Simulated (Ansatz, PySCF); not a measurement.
Reaction (SMILES): SS (H2S2) → 2 [SH] (HS) (the S-S bond at the site shown breaks; other sites are not compared here)
Each molecule is optimised on its own at B3LYP-D3(BJ)/def2-TZVP (Ansatz, a first-principles code), one conformer each, not searched for the lowest.
Geometry of the first species:
SMILES: SS
```xyz
4

S     -0.9222     0.0561     0.4718
S      0.9228     0.0543    -0.4709
H     -1.5351    -0.8736    -0.2871
H      1.5259    -0.8942     0.2724
```
Charge 0, spin multiplicity 1.

Wanted: bond dissociation energy (enthalpy at 298 K, with B3LYP-D3(BJ) rigid-rotor harmonic-oscillator terms from PySCF), in kJ/mol. Cores are frozen in the correlated levels unless marked. UHF or UKS for open shells. Spin-orbit coupling is left out. No relativistic terms. CBS marks a two-point X^-3 extrapolation of the correlation energy; Hartree-Fock from the larger set.

CCSD(T)/CBS(def2-TZVPPD,def2-QZVPPD) (Ansatz) gives 271.4 kJ/mol.

Question: Another calculation gave 269.4 kJ/mol. Which level was it?
(A) PBE/def2-TZVPD (Ansatz)
(B) PBE0/def2-TZVPD (Ansatz)
(C) B2GP-PLYP/def2-TZVPD (Ansatz)
(D) BHLYP/def2-TZVPD (Ansatz)

Answer: B, PBE0/def2-TZVPD (Ansatz). The others give 254.2 (B2GP-PLYP), 283.8 (PBE), 230.1 (BHLYP) kJ/mol.
